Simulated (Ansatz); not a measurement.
Relaxation of AlClH6O2Si (11 atoms, charge 0, multiplicity 1), to a largest force component of 0.03 eV/Å in at most 50 steps.

Computed with Ansatz, RHF/def2-SVP.

```xyz
11
Properties=species:S:1:pos:R:3:forces:R:3
Si -0.244 -0.370 0.131 -0.30 -0.01 0.27
O -0.998 -0.066 1.583 0.14 -0.06 -0.44
H -1.944 -0.028 1.576 0.07 0.00 0.03
H 1.040 -1.035 0.308 -0.02 -0.01 0.00
Cl -0.016 1.376 -0.985 0.01 0.00 0.02
H -1.165 -1.196 -0.676 0.02 0.02 0.01
O 1.498 1.078 1.923 -0.87 0.10 0.87
Al 2.592 2.355 1.669 -0.13 -0.03 -0.04
H 3.788 2.080 0.688 0.00 -0.01 0.02
H 2.395 3.727 2.425 0.00 -0.04 -0.01
H 0.702 1.036 2.469 1.08 0.04 -0.73
```

Question: Where does it end, and by what steps?

Answer: The forces met the threshold. The force dipped under the threshold on the way, but the program's further checks kept it going. After 17 steps the energy has fallen by 0.155 eV; H10 moved furthest, 1.09 Å.

```
step  energy less start (eV)  largest force component (eV/Å)  accepted
   0                  0.0000                           1.084       yes
   1                 -0.0197                           0.557       yes
   2                 -0.0364                           0.441       yes
   3                 -0.0440                           0.372       yes
   4                 -0.0663                           0.333       yes
   5                 -0.0844                           0.767       yes
   6                 -0.0904                           1.122       yes
   7                 -0.1229                           0.702       yes
   8                 -0.1409                           0.285       yes
   9                 -0.1294                           0.545        no
  10                 -0.1488                           0.089       yes
  11                 -0.1513                           0.077       yes
  12                 -0.1529                           0.025       yes
  13                 -0.1537                           0.038       yes
  14                 -0.1541                           0.042       yes
  15                 -0.1543                           0.038       yes
  16                 -0.1544                           0.076       yes
  17                 -0.1546                           0.030       yes
```

```xyz
11
Properties=species:S:1:pos:R:3
Si -0.227 -0.340 0.157
O -0.988 0.024 1.557
H -1.819 0.473 1.558
H 0.859 -1.280 0.395
Cl 0.568 1.420 -0.702
H -1.184 -0.804 -0.858
O 1.884 0.781 2.250
Al 2.281 2.242 1.456
H 3.620 2.252 0.633
H 1.492 3.559 1.830
H 1.162 0.630 2.836
```

Whether the end is a true minimum wasn't checked by a vibrational analysis.

The run took 26 s on 2 threads of Arm Neoverse V2 (shared host), peak memory 0.24 GiB.
